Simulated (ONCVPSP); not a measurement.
# Configuration tests for sulfur (ONCV)

```json
{
  "Element": "S",
  "Generator": "ONCVPSP 4.0.1",
  "Type": "optimised norm-conserving Vanderbilt (ONCV)",
  "Functional": "PBE",
  "Relativity": "non-relativistic",
  "Frozen core": "[Ne]",
  "Valence charge": "6",
  "Reference configuration": "3s2 3p4",
  "Partial waves": "3s: rc 1.20 bohr, ncon 4, nbas 8, qcut 6.2 1/bohr, 2 projectors, debl 3.6 Ha; 3p: rc 1.15 bohr, ncon 3, nbas 7, qcut 5.9 1/bohr, 2 projectors, debl 0.5 Ha; d scattering state at 0.18 Ha: rc 1.10 bohr, ncon 4, nbas 8, qcut 8 1/bohr, 1 projector",
  "Local potential": "polynomial inside 0.75 bohr (lpopt 5, dvloc0 0 Ha)",
  "Core correction": "none"
}
```

Energies are relative to the spin-unpolarised reference configuration 3s2 3p4; without spin polarisation the order of configurations can differ from experiment.

Problem. Give the all-electron excitation energy and the error of the potential for: 3s2 3p3; 3s2 3p2; 3s2 3p1; 3s1 3p5.

Solution.

| valence configuration | charge | ΔE all-electron (eV) | error AE − PS (meV) |
| --- | --- | --- | --- |
| 3s2 3p3 | +1 | 11.782 | -2.7 |
| 3s2 3p2 | +2 | 34.078 | -1.2 |
| 3s2 3p1 | +3 | 68.128 | +22 |
| 3s1 3p5 | 0 | 10.183 | +2.9 |

Note: ghosts flagged at negative energy: s at -217.0 eV; GHOST(+) flagged for s at 259.6 eV. A true bound ghost makes a file unfit for plane-wave use.
